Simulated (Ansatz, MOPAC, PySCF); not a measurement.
Complex: dimethyl selenide (SMILES C[Se]C) (first 9 atoms) with NH3 (SMILES N); geometry from B3LYP-D3(BJ)/def2-TZVP, rigid monomers moved along the line of their centres of mass till H8···N10 is 2.44 Å.
(charge 0, multiplicity 1):
```xyz
13

C     -0.79871     0.06320    -1.83228
Se    -0.60525     0.35728     0.09725
C      1.31833     0.72987     0.10270
H     -0.17824    -0.77308    -2.14772
H     -1.84517    -0.16983    -2.01792
H     -0.52507     0.96420    -2.37730
H      1.85965    -0.11304    -0.32245
H      1.58659     0.85644     1.14919
H      1.52513     1.63788    -0.45973
N      0.35437     0.17301     3.14505
H      0.74980    -0.19735     4.00162
H     -0.39126     0.80908     3.40410
H     -0.07454    -0.59859     2.64510
```

Monomers are frozen at their geometry in the pair; levels with a basis set take the counterpoise correction. Rows marked so take none.

Frozen-core correlation. Filled d and f shells under p-block atoms count as core. Rows in 3-21G, 6-31G*, STO-3G carry no dispersion term and start afresh at each structure (6-31G* with six Cartesian d functions); the Pople sets are all-electron and without relativity. MP2/6-31G* freezes PySCF's default core, which leaves 3d correlated. The state reached by PM3 isn't checked.

Run with Ansatz (Gaussian basis) for Hartree–Fock, density functionals and correlated methods; MOPAC for PM3 (differences of heats of formation); PySCF for 3-21G rows, 6-31G* rows, STO-3G rows, the dispersion terms. 

Other levels give for the interaction energy: PBE/def2-TZVPPD -1.11; B3LYP/def2-TZVPPD 0.04; B3LYP-D3(BJ)/def2-TZVPPD -2.18; wB97M-V/def2-TZVPPD -2.18; CCSD(T)/aug-cc-pVDZ -1.40 kcal/mol.

Common cheap choices:

```json
[
 {"level": "PM3", "interaction energy (kcal/mol)": "-2.93"},
 {"level": "HF/STO-3G (no counterpoise)", "interaction energy (kcal/mol)": "-0.29"},
 {"level": "HF/6-31G* (no counterpoise)", "interaction energy (kcal/mol)": "-0.31"},
 {"level": "B3LYP/3-21G (no counterpoise)", "interaction energy (kcal/mol)": "-5.95"},
 {"level": "B3LYP/6-31G* (no counterpoise)", "interaction energy (kcal/mol)": "-2.08"},
 {"level": "M06-2X/6-31G* (no counterpoise)", "interaction energy (kcal/mol)": "-4.52"},
 {"level": "MP2/6-31G*", "interaction energy (kcal/mol)": "-0.87"},
 {"level": "MP2/6-31G* (no counterpoise)", "interaction energy (kcal/mol)": "-2.95"}
]
```

Ansatz is a quantum-chemistry and plane-wave program.
